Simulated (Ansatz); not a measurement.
Spectroscopic constants of AsP, closed-shell singlet (the spin of the measured ground state). No spin–orbit coupling. As is treated without relativity.

```csv
level,bond energy D_e (kcal/mol)
SVWN5/def2-TZVPP,131.40
PBE/def2-TZVPP,108.61
r2SCAN/def2-TZVPP,99.99
B97M-V/def2-TZVPP,106.20
B3LYP/def2-TZVPP,102.66
PBE0/def2-TZVPP,97.32
CAM-B3LYP/def2-TZVPP,97.34
wB97X-V/def2-TZVPP,103.63
wB97M-V/def2-TZVPP,100.99
B2PLYP/def2-TZVPP,102.54
CCSD/def2-TZVPP,84.13
CCSD/def2-QZVPP,89.05
CCSD(T)/def2-QZVPP,99.07
"CCSD(T)/CBS(def2-TZVPP, def2-QZVPP)",103.03
```

The rows run from 84.13 (CCSD/def2-TZVPP) to 131.40 kcal/mol (SVWN5/def2-TZVPP). The 10 functionals in def2-TZVPP without D3 or D4 span 34.08, from PBE0 to SVWN5.

D_e counts from the fitted minimum to each atom's lowest state at the same level, without counterpoise. The singlet is restricted.

Correlated levels freeze the inner cores; with def2 sets outer-core shells near the valence are correlated too. CBS: X⁻³ extrapolation of the correlation energy, Hartree–Fock from the larger set.

Doubts at one or more of the structures used: a restricted determinant that unrestricted orbitals would lower (CCSD/def2-TZVPP, CCSD/def2-QZVPP, CCSD(T)/def2-QZVPP, CCSD(T)/CBS(def2-TZVPP, def2-QZVPP)).

Codes used: Ansatz (Gaussian basis) for Hartree–Fock, density functionals and correlated methods.

Ansatz is a first-principles code.
